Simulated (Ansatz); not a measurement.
Mulliken charges of BH6NSn (`[BH2][SnH2][NH2]`) from r2SCAN/def2-TZVPP in Ansatz (PBE0-D4/def2-TZVP geometry).

```
atom   x (Å)   y (Å)   z (Å)  charge (e)
  B1  -1.173   0.583  -1.330      -0.135
 Sn2   0.620   0.353  -0.005       0.686
  N3   0.142  -0.924   1.513      -0.591
  H4  -2.092  -0.175  -1.255       0.023
  H5  -1.224   1.457  -2.142       0.021
  H6   1.107   1.788   0.788      -0.133
  H7   1.977  -0.204  -0.915      -0.152
  H8  -0.182  -1.824   1.182       0.140
  H9   0.912  -1.099   2.146       0.142
```

Problem. By hand: the dipole of these point charges (1 e Å = 4.8032 D).

Solution. Σ q r = (0.082, 0.118, -0.287) e Å, of length 0.321 e Å = 1.54 D.

Problem. How does the dipole of the full density compare? (Estimate.)

Solution. Computed: (0.023, -0.117, -0.156) e Å, 0.94 D; the point charges give 1.64 times that, at 59° from its direction.

Point charges leave out the atoms' own dipoles, such as those of lone pairs, and Mulliken's split depends on the basis, so the two needn't agree.
